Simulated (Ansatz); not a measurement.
VH2Cl2. Total charge 0; doublet. Geometry PBE-D4/def2-TZVP, basis def2-TZVP, Ansatz.

```
run  HOMO (eV)  LUMO (eV)
  A      -5.71      -5.39
  B      -6.48      -5.22
  C      -5.69      -5.02
  D     -10.97      -1.70
  E      -8.40      -4.06
  F      -6.67      -5.24
```

No other spin state of charge 0 was run.

HOMO and LUMO are taken over both spins.

**Question.** The runs used B97M-V, BLYP, LDA (SPW92), PBE0, r2SCAN, ωB97M-V. Estimate which is which.

**Answer.** A LDA (SPW92) (0 % exact exchange); B r2SCAN (0 % exact exchange); C BLYP (0 % exact exchange); D ωB97M-V (range-separated); E PBE0 (25 % exact exchange); F B97M-V (0 % exact exchange). Exact exchange lowers occupied and raises empty levels; among semilocal functionals meta-GGAs tend to open the gap a little, and such runs are hard to tell apart. The gap grows from 0.32 eV (LDA (SPW92)) to 9.28 eV (ωB97M-V).
